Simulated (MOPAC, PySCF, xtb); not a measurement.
Torsional profile of C11H16O, SMILES COc1ccccc1C(C)(C)C. Scanned: dihedral C1–O2–C3–C4; all other coordinates were relaxed at GFN2-xTB. Points at φ and −φ are mirror images. Heavy atoms are numbered in the order of the SMILES COc1ccccc1C(C)(C)C, hydrogens after them in the order of the atoms that carry them; the mirror image has the same energies with the sign of each dihedral reversed. Each profile is relative to its own lowest point.

```csv
φ / °,A,B,C
-165,88.0,63.3,61.2
-150,75.7,51.3,54.3
-135,60.4,39.5,45.9
-120,47.0,29.1,37.7
-105,38.8,18.1,26.8
-90,25.5,12.3,23.9
-75,14.7,5.5,15.6
-60,9.5,2.9,10.5
-45,6.7,2.1,6.4
-30,3.4,0.9,2.8
-15,0.9,0.2,0.7
0,0.0,0.0,0.0
15,0.9,0.2,0.7
30,3.4,0.9,2.8
45,6.7,2.1,6.4
60,9.5,2.9,10.5
75,14.7,5.5,15.6
90,25.5,12.3,23.9
105,38.8,18.1,26.8
120,47.0,29.1,37.7
135,60.4,39.5,45.9
150,75.7,51.3,54.3
165,88.0,63.3,61.2
180,95.7,69.0,64.8
```

Energies in kJ/mol.

Question: Which curve belongs to which method? The methods are MOPAC 23.2.5 with AM1, restricted, heats of formation // GFN2-xTB; GFN1-xTB // GFN2-xTB (xtb); restricted Hartree-Fock/3-21G, density fitting // GFN2-xTB in PySCF.

Answer: A is RHF/3-21G; B is AM1; C is GFN1-xTB.
